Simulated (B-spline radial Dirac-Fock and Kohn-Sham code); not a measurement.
Core-level shifts of gallium with charge state

Model: Dirac-Fock ΔSCF + Breit + QED. Program: an atomic code on a B-spline grid. Each ion is free and in its tabulated ground configuration. The model has no electron correlation.

Reference: Ga⁵⁺, [Ar] 3d8, with K 10471.8 eV, L1 1410.2 eV, L2 1248.7 eV, M1 259.5 eV. Shifts from it, in eV (a dash: the subshell is empty, belongs to an open shell averaged over j, or its hole state is left out as unreliable):

```
  ion  configuration       K      L1      L2      M1
 Ga⁶⁺       [Ar] 3d7   +33.6   +34.3   +34.3   +29.1
 Ga⁷⁺       [Ar] 3d6       ?       ?       ?       ?
 Ga⁸⁺       [Ar] 3d5  +108.7  +110.8  +110.7   +92.0
 Ga⁹⁺       [Ar] 3d4  +150.2  +152.8  +152.7  +125.7
Ga¹⁰⁺       [Ar] 3d3  +194.2  +197.2  +197.1  +160.8
Ga¹¹⁺       [Ar] 3d2  +240.7  +243.9  +243.9  +197.2
Ga¹²⁺       [Ar] 3d1  +289.7  +292.9  +293.0  +234.9
Ga¹³⁺   [Ne] 3s2 3p6  +341.2  +344.2  +344.5  +273.9
Ga¹⁴⁺   [Ne] 3s2 3p5  +397.6  +394.4  +395.3  +310.0
Ga¹⁵⁺   [Ne] 3s2 3p4  +455.8  +446.0  +447.6  +346.8
```

Question: Give the missing shifts for Ga⁷⁺.

Answer: K +69.8, L1 +71.3, L2 +71.2, M1 +59.8 (eV).

Values without a named source are computed, but for edge energies of neutral atoms, which are taken from tables.
